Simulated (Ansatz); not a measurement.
Reaction (ligand exchange at a Ge–O bond): `[OH][Ge][O][SiH3]` + H₂S → `[OH][Ge][SH]` + `O[SiH3]`

Isolated molecules relaxed with PBE0-D4/def2-TZVP in Ansatz; ΔE leaves out vibrations. CCSD(T)/CBS adds triple-zeta CCSD(T) − MP2 to the extrapolated MP2 energy (def2 sets, frozen cores). This one scheme is used for every species. Functionals use def2-TZVPP. B3LYP here is the variant with VWN-RPA as its local correlation; programs differ in this. For Ge outer-core shells are correlated without core-valence functions, which leaves a few kJ/mol of doubt a bond. Scalar relativity is left out up to krypton. Each species was taken in one conformer, which may not be the lowest.

`[OH][Ge][O][SiH3]`:

Z-matrix (Å, degrees):
```
Si
O 1 1.640
H 1 1.486 2 109.6
H 1 1.486 2 109.6 3 -119.8
H 1 1.490 2 110.8 3 120.1
Ge 2 1.800 1 137.6 3 -120.2
O 6 1.774 2 96.3 1 179.9
H 7 0.964 6 112.5 2 -0.0
```

H₂S:

Z-matrix (Å, degrees):
```
S
H 1 1.341
H 1 1.341 2 92.3
```

`[OH][Ge][SH]`:

Z-matrix (Å, degrees):
```
O
Ge 1 1.782
H 1 0.961 2 117.4
S 2 2.260 1 97.9 3 0.0
H 4 1.343 2 93.6 1 -180.0
```

`O[SiH3]`:

Cartesian coordinates in Å:
```
O -0.535 1.164 0.002
Si 0.006 -0.391 -0.061
H 0.069 1.836 0.319
H 1.181 -0.528 -0.965
H -1.125 -1.194 -0.579
H 0.405 -0.888 1.285
```

```
             level  ΔE (kcal/mol)  difference from CCSD(T)/CBS
       LDA (SPW92)            0.3                         -2.4
         revPBE-D4           -0.1                         -2.8
        r2SCAN0-D4            1.3                         -1.4
          BHLYP-D4            3.3                          0.6
           ωB97X-V            3.7                          1.0
           ωB97M-V            3.1                          0.4
               PBE           -0.4                         -3.1
             B3LYP            2.0                         -0.7
             BHLYP            2.9                          0.2
RPA@PBE/def2-TZVPP            4.5                          1.8
  CCSD(T)/def2-SVP            6.8                          4.1
SCS-MP2/def2-TZVPP            4.5                          1.8
   CCSD/def2-TZVPP            4.1                          1.4
    MP2/def2-QZVPP            3.0                          0.3
      HF/CBS(def2)            4.7                          2.0
     MP2/CBS(def2)            2.4                         -0.3
       CCSD(T)/CBS            2.7                            0
```

Largest T1 diagnostic among the species: 0.015.

From BLYP to BHLYP (50 % exact exchange), in def2-TZVPP and without D4, ΔE moves by +1.2 kcal/mol. At CCSD(T), def2-SVP lies +4.1 kcal/mol from the extrapolated value and def2-TZVPP +1.1 kcal/mol. Leaving LDA and LC-ωPBE aside and taking each functional with its dispersion term where it has one, the values, not all of them listed here, spread over 4.3 kcal/mol, from PBE-D4 to CAM-B3LYP-D4.
